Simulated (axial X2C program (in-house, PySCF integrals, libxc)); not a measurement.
**Outer orbitals of RbSi at 3.153 Å, BLYP**

Computed with an in-house relativistic program for diatomic molecules. Spin-free means the one-electron spin-free X2C Hamiltonian; two-component (2c) means X2C with spin–orbit coupling and atomic mean-field two-electron Coulomb and Gaunt terms, so the difference of the two also holds small scalar two-electron terms. Basis: Rb dyall-cv3z [12s13p8d4f1g], Si dyall-v3z [8s7p2d1f] (cores contracted in-house); Gaussian nuclei, density fitting, unrestricted open shells. Masses: Rb 84.912 u, Si 27.977 u.

The distance is close to the 2c PBE0 minimum; the highest filled and lowest empty levels are listed.

Spin-free orbitals, state M_S = 3/2, Λ = 0 (beyond evenly filled blocks: σα, π+α, π-α) (Löwdin shares):

```tsv
symmetry	occupied	ε (eV)	atomic character
σα	yes	-32.00	99% Rb s
σβ	yes	-31.96	99% Rb s
π+α	yes	-16.10	100% Rb p
π-α	yes	-16.10	100% Rb p
σα	yes	-16.07	98% Rb p
π-β	yes	-16.06	100% Rb p
π+β	yes	-16.06	100% Rb p
σβ	yes	-15.99	98% Rb p
σα	yes	-9.22	82% Si s, 7% Rb p, 6% Rb d
σβ	yes	-7.65	81% Si s, 7% Rb p, 6% Rb d
σα	yes	-3.15	72% Si p, 21% Rb s, 3% Rb d
π-α	yes	-2.83	86% Si p, 9% Rb d, 5% Rb p
π+α	yes	-2.83	86% Si p, 9% Rb d, 5% Rb p
σβ	no	-2.29	61% Rb s, 30% Si p, 8% Rb p
σα	no	-1.85	61% Rb s, 21% Rb p, 14% Si p
π-β	no	-1.48	76% Si p, 13% Rb p, 11% Rb d
π+β	no	-1.48	76% Si p, 13% Rb p, 11% Rb d
```

Spinors with spin–orbit coupling (state Ω = 3/2):

```json
{"ω": "1/2", "occupied": "yes", "ε (eV)": "-32.01", "atomic character": "99% Rb s", "λ mixture": "100% σ"}
{"ω": "-1/2", "occupied": "yes", "ε (eV)": "-31.97", "atomic character": "99% Rb s", "λ mixture": "100% σ"}
{"ω": "-1/2", "occupied": "yes", "ε (eV)": "-16.63", "atomic character": "100% Rb p", "λ mixture": "72% π, 28% σ"}
{"ω": "1/2", "occupied": "yes", "ε (eV)": "-16.62", "atomic character": "99% Rb p", "λ mixture": "66% π, 34% σ"}
{"ω": "3/2", "occupied": "yes", "ε (eV)": "-15.81", "atomic character": "100% Rb p", "λ mixture": "100% π"}
{"ω": "1/2", "occupied": "yes", "ε (eV)": "-15.78", "atomic character": "99% Rb p", "λ mixture": "66% σ, 34% π"}
{"ω": "-3/2", "occupied": "yes", "ε (eV)": "-15.77", "atomic character": "100% Rb p", "λ mixture": "100% π"}
{"ω": "-1/2", "occupied": "yes", "ε (eV)": "-15.73", "atomic character": "99% Rb p", "λ mixture": "72% σ, 28% π"}
{"ω": "1/2", "occupied": "yes", "ε (eV)": "-9.23", "atomic character": "82% Si s, 7% Rb p, 6% Rb d", "λ mixture": "100% σ"}
{"ω": "-1/2", "occupied": "yes", "ε (eV)": "-7.65", "atomic character": "81% Si s, 7% Rb p, 6% Rb d", "λ mixture": "100% σ"}
{"ω": "1/2", "occupied": "yes", "ε (eV)": "-3.15", "atomic character": "72% Si p, 21% Rb s, 3% Rb d", "λ mixture": "100% σ"}
{"ω": "-1/2", "occupied": "yes", "ε (eV)": "-2.84", "atomic character": "86% Si p, 8% Rb d, 5% Rb p", "λ mixture": "100% π"}
{"ω": "3/2", "occupied": "yes", "ε (eV)": "-2.82", "atomic character": "86% Si p, 9% Rb d, 5% Rb p", "λ mixture": "100% π"}
{"ω": "-1/2", "occupied": "no", "ε (eV)": "-2.29", "atomic character": "61% Rb s, 29% Si p, 8% Rb p", "λ mixture": "100% σ"}
{"ω": "1/2", "occupied": "no", "ε (eV)": "-1.85", "atomic character": "61% Rb s, 21% Rb p, 14% Si p", "λ mixture": "100% σ"}
{"ω": "1/2", "occupied": "no", "ε (eV)": "-1.49", "atomic character": "76% Si p, 13% Rb p, 11% Rb d", "λ mixture": "100% π"}
{"ω": "-3/2", "occupied": "no", "ε (eV)": "-1.48", "atomic character": "76% Si p, 12% Rb p, 11% Rb d", "λ mixture": "100% π"}
```

Mulliken charges and populations of the two-component result (they depend on the basis, above all on diffuse functions):

Rb 0.54 e (s 8.24 p 18.07 d 10.15), Si -0.54 e (s 5.95 p 8.58 d 0.01). ⟨Lz⟩ = 0.00 ħ and ⟨Sz⟩ = 1.50 ħ (0.20 and 1.30 on the two atoms), which add up to Ω.

The state is a single determinant with fixed occupations, the lowest that a limited PBE0 search found. Density functionals use the spin component along the axis (collinear). PBE0 can misorder states that lie within some tenths of an eV, so this need not be the ground state of the molecule. The nearest other spin-free determinant of the search, M_S = 1/2, Λ = 0, lies 0.45 eV up at the distance of the search. With several unpaired electrons one determinant need not be a pure state. This is the top spin component of a Σ state; components of lower Ω are not single determinants and can lie lower.
